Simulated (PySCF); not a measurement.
CH3FMoS2, SMILES [CH3][Mo]([F])(=[S])=[S], multiplicity 1. Coordinates come from a PBE-D3(BJ)/def2-SVP optimisation. The spin state was assumed, not searched. The structure was generated by enumeration; whether it is a known compound was not checked. The def2 effective core potentials stand for the cores of Mo; spin–orbit coupling is left out.

Calculation: PBE-D3(BJ)/def2-SVP (PySCF).

Harmonic wavenumbers (cm⁻¹): 157, 170, 177, 186, 187, 191, 527, 549, 557, 577, 657, 700, 1128, 1329, 1341, 2950, 3059, 3090. Rotational constants (GHz): 2.239, 1.779, 1.539; symmetry number 1.

Problem. Work out the zero-point energy and the ideal-gas rigid-rotor harmonic-oscillator thermochemistry at 298.15 K and 1 atm.

Solution. ZPE = ½ Σ hcν = ½ × 17533 cm⁻¹ = 104.87 kJ/mol. H − E(el) = 126.91 kJ/mol. Entropy in J/(mol K): translation 174.45, rotation 118.62, vibration 71.36, total 364.44. G − E(el) = 18.25 kJ/mol. Cp = 108.62 J/(mol K).
